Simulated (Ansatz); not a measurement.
Isolated molecules relaxed with PBE0-D4/def2-TZVP in Ansatz; ΔE leaves out vibrations. CCSD(T)/CBS is the MP2 limit (def2-TZVPP, def2-QZVPP) plus CCSD(T) − MP2 in def2-TZVPP, frozen cores. This one scheme is used for every species. One conformer a species, not always the lowest.

`F[SiH2]S[SiH3]` → `[SiH3]S` + `F[SiH]`  (silylene formation by 1,1-elimination)

```csv
species,CCSD(T)/CBS(def2) energy (Eh)
`F[SiH2]S[SiH3]`,-1078.84190
`[SiH3]S`,-689.27336
`F[SiH]`,-389.46371
```

Problem. Work out ΔE.

Solution. ΔE = (-689.27336) + (-389.46371) − (-1078.84190) = 0.10483 Eh = +2.85 eV.

Largest T1 diagnostic among the species: 0.015.

From BLYP to BHLYP (50 % exact exchange), in def2-TZVPP and without D4, ΔE moves by +0.37 eV. Leaving LDA and LC-ωPBE aside and taking each functional with its dispersion term where it has one, the values, not all of them listed here, spread over 0.49 eV, from BLYP-D4 to r2SCAN0-D4. LDA lies +0.33 eV from PBE without D4.
